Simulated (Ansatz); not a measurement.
This geometry of a periodic cell of 63 atoms, AlSi62 (host Si, host structure diamond, dopant Al, one Si atom removed), cell charge -1 is a first-order saddle point.

Theory: Ansatz 0.2.0, DFT PBE-D3(BJ), scalar-relativistic, plane waves, PAW. Settings: PAW set soft_1, cutoff 420 eV, k mesh 1x1x1, gaussian smearing 0.05 eV, no spin polarisation.

```xyz
63
Lattice="10.8600 0.0000 0.0000 0.0000 10.8600 0.0000 0.0000 0.0000 10.8600" Properties=species:S:1:pos:R:3
Si 5.450 -0.035 -0.016
Si 6.765 1.348 1.365
Si 8.146 2.692 0.007
Si 9.505 4.074 1.352
Si 8.145 -0.007 2.700
Si 9.467 1.399 4.109
Si 0.015 -0.011 0.021
Si 1.348 1.372 1.389
Si 2.736 2.686 0.007
Si 4.085 4.074 1.340
Si 5.509 5.381 -0.090
Si 6.811 6.762 1.306
Si 8.198 8.034 -0.116
Si 9.491 9.463 1.320
Si 2.717 0.002 2.716
Si 4.037 1.374 4.088
Si 5.408 2.711 2.715
Si 6.776 4.073 4.060
Si 8.149 5.430 2.706
Si 9.503 6.802 4.062
Si 5.410 -0.004 5.416
Si 6.773 1.344 6.785
Si 8.128 2.801 5.513
Al 8.928 4.780 7.590
Si 8.151 -0.003 8.144
Si 9.508 1.339 9.527
Si 0.038 5.436 0.022
Si 1.375 6.813 1.377
Si 2.751 8.130 -0.015
Si 4.078 9.500 1.355
Si -0.019 2.738 2.745
Si 1.262 4.122 4.157
Si 2.698 5.422 2.731
Si 4.080 6.788 4.046
Si 5.450 8.128 2.676
Si 6.772 9.509 4.052
Si -0.021 0.037 5.451
Si 1.246 1.464 6.837
Si 2.666 2.739 5.450
Si 4.067 4.071 6.786
Si 5.424 5.428 5.416
Si 6.893 6.683 6.763
Si 8.146 8.157 5.408
Si 9.506 9.502 6.789
Si 2.685 0.035 8.130
Si 4.081 1.334 9.500
Si 5.428 2.703 8.141
Si 6.933 4.042 9.355
Si 9.577 6.635 9.350
Si 0.006 8.167 2.716
Si 1.346 9.536 4.088
Si -0.155 5.465 5.580
Si 1.368 6.811 6.785
Si 2.728 8.150 5.400
Si 4.065 9.502 6.784
Si -0.159 2.873 8.204
Si 1.377 4.068 9.533
Si 2.712 5.427 8.142
Si 4.107 6.763 9.478
Si 5.480 8.090 8.102
Si 6.812 9.460 9.477
Si 0.033 8.167 8.150
Si 1.382 9.519 9.518
```

(1) Which two structures does it join? (They come from a converged band through this point; their orientation in space is the band's.)

(2) How far does it lie above each of them?

## Answers

(1) The atom that moves furthest is Al24, by 0.91 Å.

Initial state:

```xyz
63
Lattice="10.8600 0.0000 0.0000 0.0000 10.8600 0.0000 0.0000 0.0000 10.8600" Properties=species:S:1:pos:R:3
Si 5.455 -0.040 -0.025
Si 6.784 1.339 1.347
Si 8.164 2.695 -0.003
Si 9.510 4.067 1.354
Si 8.154 0.007 2.718
Si 9.470 1.421 4.133
Si 0.020 -0.020 0.010
Si 1.355 1.363 1.377
Si 2.738 2.698 0.010
Si 4.094 4.076 1.336
Si 5.514 5.380 -0.083
Si 6.820 6.758 1.311
Si 8.197 8.065 -0.082
Si 9.502 9.484 1.337
Si 2.722 -0.004 2.708
Si 4.053 1.363 4.075
Si 5.420 2.698 2.692
Si 6.774 4.056 4.048
Si 8.155 5.422 2.709
Si 9.522 6.803 4.047
Si 5.420 -0.020 5.410
Si 6.774 1.335 6.768
Si 8.102 2.813 5.526
Al 9.090 4.485 7.199
Si 8.155 -0.003 8.134
Si 9.522 1.334 9.515
Si 0.023 5.414 -0.003
Si 1.379 6.794 1.347
Si 2.758 8.123 -0.025
Si 4.083 9.494 1.347
Si -0.010 2.727 2.741
Si 1.296 4.108 4.134
Si 2.710 5.423 2.719
Si 4.082 6.793 4.050
Si 5.455 8.123 2.673
Si 6.784 9.496 4.051
Si -0.010 0.029 5.440
Si 1.297 1.421 6.820
Si 2.689 2.728 5.440
Si 4.077 4.067 6.780
Si 5.433 5.414 5.408
Si 6.929 6.649 6.762
Si 8.164 8.145 5.407
Si 9.510 9.501 6.779
Si 2.710 0.007 8.135
Si 4.083 1.338 9.506
Si 5.433 2.695 8.126
Si 6.929 4.050 9.362
Si 9.528 6.651 9.364
Si 0.020 8.157 2.692
Si 1.355 9.525 4.075
Si -0.097 5.475 5.528
Si 1.384 6.804 6.768
Si 2.738 8.158 5.410
Si 4.093 9.484 6.788
Si -0.096 2.814 8.187
Si 1.383 4.056 9.515
Si 2.721 5.423 8.134
Si 4.119 6.758 9.470
Si 5.513 8.065 8.093
Si 6.820 9.459 9.470
Si 0.023 8.145 8.126
Si 1.380 9.495 9.506
```

Final state:

Only the atoms that move by more than 0.05 Å are listed.
```
Si23 8.124 2.849 5.564
Al24 8.562 5.013 7.728
Si42 6.885 6.690 6.739
Si48 6.885 4.024 9.405
Si49 9.551 6.690 9.405
Si52 -0.134 5.451 5.564
Si56 -0.134 2.849 8.166
```

(2) 0.089 eV above the first and 0.089 eV above the second. This is the barrier of this one path; another mechanism may lie lower. Limits of this set-up: coarse k mesh, charged cell in a uniform background, uncorrected.

Run time: 4.9 min on 4 threads of Arm Neoverse V2, with other jobs on the host, peak memory 3.7 GiB.
